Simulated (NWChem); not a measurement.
System: CH6O2SSi; SMILES O[Si](S)(O)C

Input file for NWChem:

```
start job
memory heap 200 mb stack 900 mb global 1100 mb
geometry units angstroms noautoz
  C      1.618513     1.094312     0.410859
  Si    -0.067432     0.412021    -0.005189
  O     -0.496921     1.130498    -1.431041
  O     -1.257793     0.753470     1.103534
  S     -0.049281    -1.758556    -0.108847
  H      1.564800     2.186520     0.482140
  H      1.989843     0.702892     1.363547
  H      2.347224     0.845014    -0.368507
  H     -1.376569     0.904332    -1.767065
  H     -1.290791     0.196857     1.894261
  H      1.108285    -1.871610    -0.795619
end
basis spherical
  * library 6-31g*
end
dft
  xc xctpssh
  iterations 150
  mulliken
end
task dft energy
```

NWChem printed, in part:

```
             Northwest Computational Chemistry Package (NWChem) 7.3.0
             --------------------------------------------------------

 C1  symmetry detected

                             Geometry "geometry" -> ""
                             -------------------------

 Output coordinates in angstroms (scale by  1.889725989 to convert to a.u.)

  No.       Tag          Charge          X              Y              Z
 ---- ---------------- ---------- -------------- -------------- --------------
    1 C                    6.0000     1.57030030     1.10935320     0.56579877
    2 Si                  14.0000    -0.05000539     0.37231908     0.00685540
    3 O                    8.0000    -0.36898778     1.06419765    -1.46054986
    4 O                    8.0000    -1.34580290     0.68766740     0.99896308
    5 S                   16.0000     0.04136577    -1.79756903    -0.06874780
    6 H                    1.0000     1.47820883     2.20003643     0.61884246
    7 H                    1.0000     1.86480029     0.73822443     1.55283635
    8 H                    1.0000     2.37389473     0.87512339    -0.14127475
    9 H                    1.0000    -1.20739001     0.80830399    -1.87218553
   10 H                    1.0000    -1.43418744     0.13764287     1.79004922
   11 H                    1.0000     1.25942034    -1.88173334    -0.64637699

 Effective nuclear repulsion energy (a.u.)     310.6115677612

                                 NWChem DFT Module
                                 -----------------

 Summary of "ao basis" -> "ao basis" (spherical)
 ------------------------------------------------------------------------------
       Tag                 Description            Shells   Functions and Types
 ---------------- ------------------------------  ------  ---------------------
 C                           6-31g*                  6       14   3s2p1d
 Si                          6-31g*                  8       18   4s3p1d
 O                           6-31g*                  6       14   3s2p1d
 S                           6-31g*                  8       18   4s3p1d
 H                           6-31g*                  2        2   2s

            General Information
            -------------------
          SCF calculation type: DFT
          Wavefunction type:  closed shell.
          No. of atoms     :    11
          No. of electrons :    58
           Alpha electrons :    29
            Beta electrons :    29
          Charge           :     0
          Spin multiplicity:     1
          Use of symmetry is: off; symmetry adaption is: off
          Maximum number of iterations: 150
          AO basis - number of functions:    90
                     number of shells:    46
          Convergence on energy requested:  1.00D-06
          Convergence on density requested:  1.00D-05
          Convergence on gradient requested:  5.00D-04

              XC Information
              --------------
                  TPSS hybrid Method XC Functional
                     Hartree-Fock (Exact) Exchange  0.100
                  TPSS metaGGA Exchange Functional  0.900
             TPSS03 metaGGA Correlation Functional  1.000

             Grid Information
             ----------------
          Grid used for XC integration:  medium
          Radial quadrature: Mura-Knowles
          Angular quadrature: Lebedev.
          Tag              B.-S. Rad. Rad. Pts. Rad. Cut. Ang. Pts.
          ---              ---------- --------- --------- ---------
          C                   0.70       49          10.0       434
          Si                  1.10       88           8.0       590
          O                   0.60       49          10.0       434
          S                   1.00       88          11.0       590
          H                   0.35       45          11.0       434
          Grid pruning is: on
          Number of quadrature shells:   593
          Spatial weights used:  Erf1

      Superposition of Atomic Density Guess
      -------------------------------------

 Sum of atomic energies:        -876.43134232

      Non-variational initial energy
      ------------------------------

 Total energy =    -878.361036
 1-e energy   =   -1827.818617
 2-e energy   =     638.846013
 HOMO         =      -0.326335
 LUMO         =       0.058984

     ---------------------------------------------
      Total Density - Mulliken Population Analysis
     ---------------------------------------------

    Atom       Charge   Shell Charges
 -----------   ------   -------------------------------------------------------
    1 C    6     6.98   2.00  0.72  2.11  0.71  1.43  0.02
    2 Si  14    12.57   2.00  2.00  5.97  0.81  1.18  0.11  0.25  0.26
    3 O    8     9.02   2.00  0.93  3.14  0.90  2.03  0.01
    4 O    8     9.03   2.00  0.93  3.15  0.91  2.04  0.01
    5 S   16    16.59   2.00  2.00  5.98  1.32  3.15  0.55  1.56  0.03
    6 H    1     0.74   0.45  0.29
    7 H    1     0.73   0.45  0.28
    8 H    1     0.73   0.45  0.28
    9 H    1     0.44   0.35  0.09
   10 H    1     0.44   0.35  0.09
   11 H    1     0.73   0.39  0.34

   convergence    iter        energy       DeltaE   RMS-Dens  Diis-err
 ---------------- ----- ----------------- --------- --------- ---------
 d= 0,ls=0.0,diis     1   -879.8574647435 -1.19D+03  1.77D-02  9.07D-01
 d= 0,ls=0.0,diis     2   -879.7782867987  7.92D-02  1.06D-02  1.87D+00
 d= 0,ls=0.0,diis     3   -879.9608568200 -1.83D-01  1.86D-03  4.29D-02
 d= 0,ls=0.0,diis     4   -879.9646695784 -3.81D-03  7.57D-04  3.84D-03
 d= 0,ls=0.0,diis     5   -879.9652493923 -5.80D-04  1.44D-04  1.78D-04
  Resetting Diis
 d= 0,ls=0.0,diis     6   -879.9652756658 -2.63D-05  2.63D-05  3.99D-06
 d= 0,ls=0.0,diis     7   -879.9652761508 -4.85D-07  1.69D-05  7.16D-07
 d= 0,ls=0.0,diis     8   -879.9652760482  1.03D-07  9.64D-06  1.75D-06

         Total DFT energy =     -879.965276048227
      One electron energy =    -1832.617102614512
           Coulomb energy =      713.687555099528
    Exchange-Corr. energy =      -71.647296294426
 Nuclear repulsion energy =      310.611567761183

 Numeric. integr. density =       57.999997171508

                       DFT Final Molecular Orbital Analysis
                       ------------------------------------

 Vector   27  Occ=2.000000D+00  E=-3.065697D-01
              MO Center= -6.9D-01,  5.2D-01, -7.4D-03, r^2= 3.3D+00
   Bfn.  Coefficient  Atom+Function         Bfn.  Coefficient  Atom+Function
  ----- ------------  ---------------      ----- ------------  ---------------
    36      0.351082   3 O  py               49     -0.344736   4 O  px
    40      0.266680   3 O  py               53     -0.256915   4 O  px
    50     -0.206502   4 O  py               51     -0.185354   4 O  pz
    68      0.167828   5 S  py               54     -0.163324   4 O  py
    55     -0.153015   4 O  pz               67      0.120920   5 S  px

 Vector   28  Occ=2.000000D+00  E=-2.786237D-01
              MO Center= -3.1D-02, -2.4D-01,  1.0D-01, r^2= 4.3D+00
   Bfn.  Coefficient  Atom+Function         Bfn.  Coefficient  Atom+Function
  ----- ------------  ---------------      ----- ------------  ---------------
    68      0.442324   5 S  py               72      0.248944   5 S  py
    50      0.222552   4 O  py                3      0.209375   1 C  px
    36      0.205722   3 O  py               22     -0.176790   2 Si py
    54      0.170300   4 O  py               64     -0.169058   5 S  py
    51      0.162827   4 O  pz                7      0.159282   1 C  px

 Vector   29  Occ=2.000000D+00  E=-2.454600D-01
              MO Center=  4.3D-02, -1.5D+00, -1.2D-01, r^2= 2.3D+00
   Bfn.  Coefficient  Atom+Function         Bfn.  Coefficient  Atom+Function
  ----- ------------  ---------------      ----- ------------  ---------------
    69      0.595518   5 S  pz               73      0.361572   5 S  pz
    67      0.285938   5 S  px               65     -0.227885   5 S  pz
    71      0.181435   5 S  px               36     -0.156314   3 O  py
    40     -0.119726   3 O  py               63     -0.109521   5 S  px
     6     -0.062530   1 C  s                27      0.060388   2 Si pz

 Vector   30  Occ=0.000000D+00  E= 1.507832D-02
              MO Center=  9.8D-02, -1.2D+00,  7.4D-02, r^2= 4.6D+00
   Bfn.  Coefficient  Atom+Function         Bfn.  Coefficient  Atom+Function
  ----- ------------  ---------------      ----- ------------  ---------------
    90      1.208921  11 H  s                70     -0.725284   5 S  s
    71     -0.678078   5 S  px               52     -0.460313   4 O  s
    24      0.423253   2 Si s                88      0.374048  10 H  s
    73      0.328367   5 S  pz               67     -0.294239   5 S  px
    84      0.277143   8 H  s                89      0.215907  11 H  s

 Vector   31  Occ=0.000000D+00  E= 4.357601D-02
              MO Center= -2.7D-01, -6.4D-02, -4.6D-01, r^2= 5.4D+00
   Bfn.  Coefficient  Atom+Function         Bfn.  Coefficient  Atom+Function
  ----- ------------  ---------------      ----- ------------  ---------------
    24      1.126594   2 Si s                 6     -0.680495   1 C  s
    38     -0.681064   3 O  s                72     -0.539223   5 S  py
    86      0.502155   9 H  s                52     -0.389899   4 O  s
    88      0.326773  10 H  s                20      0.289356   2 Si s
    90     -0.278761  11 H  s                82      0.268457   7 H  s

 Vector   32  Occ=0.000000D+00  E= 5.997892D-02
              MO Center= -1.7D-01,  6.8D-02,  1.8D-01, r^2= 5.3D+00
   Bfn.  Coefficient  Atom+Function         Bfn.  Coefficient  Atom+Function
  ----- ------------  ---------------      ----- ------------  ---------------
    27      0.824714   2 Si pz               38      0.583261   3 O  s
    24      0.539620   2 Si s                52     -0.506156   4 O  s
    86     -0.410282   9 H  s                90     -0.359047  11 H  s
     6     -0.349988   1 C  s                72     -0.337980   5 S  py
    73     -0.335710   5 S  pz               23      0.304429   2 Si pz

     ---------------------------------------------
      Total Density - Mulliken Population Analysis
     ---------------------------------------------

    Atom       Charge   Shell Charges
 -----------   ------   -------------------------------------------------------
    1 C    6     6.73   2.00  0.66  2.12  0.71  1.22  0.02
    2 Si  14    13.05   2.00  2.00  5.96  0.87  1.56  0.02  0.28  0.36
    3 O    8     8.69   2.00  0.90  2.93  0.95  1.90  0.02
    4 O    8     8.71   2.00  0.90  2.93  0.95  1.91  0.02
    5 S   16    16.39   2.00  2.00  5.97  1.33  3.11  0.58  1.37  0.04
    6 H    1     0.80   0.52  0.28
    7 H    1     0.81   0.52  0.29
    8 H    1     0.81   0.52  0.29
    9 H    1     0.56   0.47  0.09
   10 H    1     0.57   0.47  0.10
   11 H    1     0.88   0.50  0.38

     -------------------------------------------
      Total Density - Lowdin Population Analysis
     -------------------------------------------

    Atom       Charge   Shell Charges
 -----------   ------   -------------------------------------------------------
    1 C    6     6.60   1.99  0.57  1.93  0.48  1.59  0.04
    2 Si  14    13.38   2.00  1.97  5.88  0.58  1.45  0.28  0.69  0.54
    3 O    8     8.51   1.99  0.87  2.78  0.72  2.12  0.03
    4 O    8     8.53   1.99  0.87  2.78  0.72  2.13  0.03
    5 S   16    16.28   2.00  1.99  5.90  1.09  2.86  0.60  1.79  0.05
    6 H    1     0.84   0.49  0.35
    7 H    1     0.84   0.49  0.36
    8 H    1     0.84   0.49  0.35
    9 H    1     0.66   0.44  0.22
   10 H    1     0.66   0.44  0.22
   11 H    1     0.88   0.48  0.40

     Multipole analysis of the density
     ---------------------------------

     L   x y z        total         alpha         beta         nuclear
     -   - - -        -----         -----         ----         -------
     0   0 0 0     -0.000000    -29.000000    -29.000000     58.000000

     1   1 0 0      0.231466      0.115733      0.115733      0.000000
     1   0 1 0      0.022613      0.011307      0.011307     -0.000000
     1   0 0 1      0.259091      0.129545      0.129545     -0.000000

     2   2 0 0    -30.662219    -98.956374    -98.956374    167.250528
     2   1 1 0     -0.224997     -3.004296     -3.004296      5.783594
     2   1 0 1      0.393368     -1.929801     -1.929801      4.252970
     2   0 2 0    -37.407966   -169.103251   -169.103251    300.798537
     2   0 1 1      0.657972     -1.766749     -1.766749      4.191471
     2   0 0 2    -30.363837    -81.224282    -81.224282    132.084727
```

Level: TPSSh/6-31G* (spherical d). All runs use the structure optimised with B3LYP/6-31G* (spherical d).
